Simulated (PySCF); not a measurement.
Computed IR spectrum (relative IR intensity) of a molecule C4H4F2O2. Coordinates come from a PBE-D3(BJ)/def2-SVP optimisation. The values are those of a single conformer. All values below come from PBE-D3(BJ)/def2-SVP (PySCF). No scaling factor is applied to the harmonic values.

```csv
ν (cm⁻¹),relative intensity
71,5.5
307,5.0
389,2.5
487,3.0
729,2.6
810,3.3
865,4.9
925,26
933,11
989,66
1034,20
1105,37
1117,40
1150,7.3
1220,52
1227,72
1258,13
1292,100
1346,5.0
1394,23
1801,78
2796,43
3023,6.3
```

Task: Which structure fits?
A. O=C[C@@H]1CC(F)(F)O1
B. FC(F)C1OC=CO1
C. C=C(F)C1(F)OCO1
D. C=C1OCC(F)(F)O1

Result: A, O=C[C@@H]1CC(F)(F)O1
